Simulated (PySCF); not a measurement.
## 19F chemical shifts

Non-relativistic, rapidly exchanging positions averaged, a single conformation, no solvent model. GIAO PBE0/pcSseg-1 shieldings; coordinates at the GFN2-xTB level; PySCF.

Shieldings were converted by a linear fit to measured shifts: 19F: δ = 146.13 − 0.903σ +14.6 on sp3 carbon (rms 6.0 ppm, 223 shifts, 7.0 ppm with the 5 outliers that the fit left out vs CFCl3, solution or neat liquid). A few per cent of atoms miss by over 2 rms, more outside the fitted compound classes.

(1) Give the 19F shifts of `CC(C)C/C(F)=C/F`, `C[SiH2][C@@H](CF)CSC`.

(2) Match the shifts -164.3, -211.3, -224.8 ppm to `CS[Si](C)(C)CCF`, `CCS[C@@](C)(F)[SiH2]C`, `CCS[SiH2][C@H](F)CC`.

Answers

(1) 
```csv
compound,environment,δ (ppm)
[CH3:1][CH:2]([CH3:3])[CH2:4]/[C:5]([F:6])=[CH:7]/[F:8],F6: vinylic fluorine,-138.8
[CH3:1][CH:2]([CH3:3])[CH2:4]/[C:5]([F:6])=[CH:7]/[F:8],F8: vinylic fluorine,-160.1
C[SiH2][C@@H](CF)CSC,fluorine on an sp3 carbon,-218.9
```

(2) -164.3: CCS[C@@](C)(F)[SiH2]C (fluorine on an sp3 carbon); -211.3: CS[Si](C)(C)CCF (fluorine on an sp3 carbon); -224.8: CCS[SiH2][C@H](F)CC (fluorine on an sp3 carbon).
